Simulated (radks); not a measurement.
Polarisability of the scandium ion Sc3+, [Ar], at imaginary frequency. All-electron calculation, scalar-relativistic Kohn-Sham, LDA (Slater exchange, VWN5 correlation), spin-polarised, spherical densities, finite nucleus; Fermi nuclear charge, rms radius 3.5459 fm. Program: a radial shooting solver on a logarithmic mesh with Libxc functionals. Response by self-consistent Sternheimer equations with the Hartree and adiabatic LDA kernel, the relativistic mass of each level held fixed and spin-orbit coupling left out.

w (hartree),alpha1(iw) (bohr^3),alpha2(iw) (bohr^5)
0.00266,2.162,3.641
0.0143,2.162,3.640
0.0360,2.161,3.640
0.0697,2.158,3.637
0.118,2.150,3.630
0.186,2.133,3.614
0.280,2.096,3.581
0.413,2.023,3.515
0.605,1.885,3.383
0.892,1.641,3.130
1.35,1.265,2.674
2.12,0.8038,1.961
3.59,0.3950,1.100
6.94,0.1429,0.4028
17.5,0.03311,0.07426

Static values: alpha1 = 2.162 bohr^3 (0.3204 angstrom^3; uncoupled 3.429), alpha2 = 3.641 bohr^5, alpha3 = 12.95 bohr^7. C6 = 5.730, C8 = 56.57, triple-dipole C9 = 9.116 atomic units. One-pole (London) frequency 4 C6 / (3 alpha1^2) = 1.634 hartree, against 2.376 for minus the highest occupied eigenvalue.
